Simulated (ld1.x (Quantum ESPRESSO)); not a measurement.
**Ca (Z = 20), TM: configuration errors across variants**

```json
{
  "Element": "Ca (Z = 20)",
  "Generator": "ld1.x (Quantum ESPRESSO) 7.5",
  "Type": "norm-conserving Troullier–Martins (Kleinman–Bylander form)",
  "Functional": "PBE",
  "Relativity": "fully relativistic",
  "Frozen core": "[Ar]",
  "Valence charge": "2",
  "Reference configuration": "3d0 4s1.5 4p0 (charge +0.5)",
  "Partial waves": "4p (bound, empty): rc 3.10 bohr; 3d (bound, empty): rc 2.45 bohr; 4s (bound): rc 3.25 bohr",
  "Local potential": "the s channel",
  "Core correction": "Bessel-smoothed model core, default radius (core density twice the valence density)"
}
```

Open shells are filled in proportion to 2j + 1 (rel_dist='average').

All-electron excitation energies from the reference (eV): (1) 3d0 4s2 4p0 -2.504; (2) 3d0 4s1 4p0 3.806; (3) 3d0 4s1 4p1 -0.082; (4) 3d0.5 4s1.5 4p0 -1.451; (5) 3d1 4s0 4p0 5.185; (6) 3d0 4s0 4p2 2.447; (7) 3d0 4s0 4p1 6.854.

A true bound ghost makes a file unfit for plane-wave use even where its test errors are small: the radial tests pick states by their node count and pass the ghost by.

Errors AE − PS in meV (a dash: test not solved or not reliable):

```tsv
change	(1)	(2)	(3)	(4)	(5)	(6)	(7)	bound ghosts
base	+0.3	-0.3	-1.3	-35	-170	-9.7	-9.1	none
wave 4s (bound): rc 3.25 bohr becomes 4s (bound): rc 2.22 bohr	+1.7	+1.4	-2.5	-17	-102	-19	-22	p3/2, p1/2
wave 4s (bound): rc 3.25 bohr becomes 4s (bound): rc 3.16 bohr	+0.2	-0.3	-1.3	-36	-172	-9.2	-8.6	none
wave 4s (bound): rc 3.25 bohr becomes 4s (bound): rc 3.38 bohr	+0.4	-0.3	-1.6	-34	-163	-11	-11	none
wave 4s (bound): rc 3.25 bohr becomes 4s (bound): rc 3.96 bohr	+0.7	-0.6	-3.5	-26	-128	-26	-27	none
wave 4s (bound): rc 3.25 bohr becomes 4s (bound): rc 4.42 bohr	+1.0	-1.4	-6.0	-17	-97	-45	-50	none
wave 4s (bound): rc 3.25 bohr becomes 4s (bound): rc 4.92 bohr	+1.6	-3.2	-9.5	-2.2	-54	-78	-95	none
```

(1) Give the same row for: wave 4s (bound): rc 3.25 bohr becomes 4s (bound): rc 2.68 bohr.

Results:

(1) +0.4, -0.2, -1.5, -33, –, -11, -11; bound ghosts: none.
